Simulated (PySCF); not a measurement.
A structure optimised at PBE-D3(BJ)/def2-SVP, used in a PySCF frequency run:

```
C
N 1 1.3372
C 2 1.3372 1 118.35
H 3 1.1060 2 117.04 1 180.00
H 1 1.1060 2 117.04 3 180.00
C 1 1.4185 5 119.35 2 180.00
C 6 1.3815 1 115.45 5 180.00
C 7 1.3815 6 123.53 1 0.00
H 6 1.1014 7 124.12 8 180.00
H 8 1.1014 7 124.12 6 180.00
```
Charge 0, spin multiplicity 2.

Write its SMILES, formula and point group.

[c]1ccncc1, C5H4N, C2v

What are its rotational constants (standard atomic weights)?

6.3297, 5.8958, 3.0525 GHz
